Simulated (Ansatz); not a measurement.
(AgH)n off (charge +1): gap (eV) at several levels, gas phase, relaxed structures; Ansatz. Clusters are the lowest isomers that short searches found in that spin, judged at the geometry's level. Core potentials for Ag in the def2 sets, no spin–orbit coupling. HOMO and LUMO are taken over both spins. The structures are stationary points that may keep the symmetry of their start.

```tsv
species	state	geometry	PBE-D4/def2-SVP	PBE-D4/def2-TZVP	r2SCAN-D4/def2-TZVP	PBE0-D4/def2-SVP	PBE0-D4/def2-TZVP
Ag3H3⁺	doublet	B3LYP-D4/def2-TZVP	0.62	0.63	1.15	2.38	2.41
Ag4H4⁺	doublet	r2SCAN-D4/def2-SVP	0.30	0.30	0.48	1.70	1.73
Ag5H4⁺	singlet	PBE-D4/def2-SVP	1.86	1.86	2.19	3.60	3.62
```

Over the 3 species that have every level, the mean is 0.93 at PBE-D4/def2-SVP, 0.93 at PBE-D4/def2-TZVP, 1.27 at r2SCAN-D4/def2-TZVP, 2.56 at PBE0-D4/def2-SVP, 2.58 at PBE0-D4/def2-TZVP. Orbital gaps grow with the share of exact exchange and aren't one observable across functionals.
